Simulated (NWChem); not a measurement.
Molecule: C4H4OS; SMILES Oc1ccsc1

```xyz
10

O      0.3414     2.3354     0.0000
C      0.0864     1.0100     0.0000
C     -1.2167     0.4233     0.0000
C     -1.1694    -0.9453     0.0000
S      0.4416    -1.5250     0.0000
C      1.0865     0.0678     0.0000
H     -0.4912     2.8171     0.0000
H     -2.1457     0.9979     0.0000
H     -2.0062    -1.6422     0.0000
H      2.1592     0.2483     0.0000
```
Atoms are numbered in this order, from 1.

Level: PBE0/def2-SVP (NWChem), optimised geometry, unscaled harmonic frequencies. 

```tsv
frequency (cm⁻¹)	IR intensity (km/mol)
250	82.0
277	29.0
402	7.1
470	2.1
562	0.9
638	16.8
662	11.6
685	3.7
777	85.5
869	7.6
871	0.0
896	14.2
978	27.6
1082	11.3
1151	76.1
1241	3.5
1291	73.9
1480	131.8
1505	29.5
1668	89.5
3224	2.4
3280	2.4
3291	5.1
3905	90.7
```

```
Item                                                                               Result
-----------------------------------------------------------------------  ----------------
zero-point energy                                                           44.9 kcal/mol
thermal correction to the enthalpy at 298.15 K (with zero-point energy)     48.9 kcal/mol
heat capacity Cv                                                         19.8 cal/(mol K)
entropy at 298.15 K and 1 atm (symmetry number 1)                        73.9 cal/(mol K)
dipole moment                                                                      1.91 D
```

Rigid rotor and harmonic oscillator.
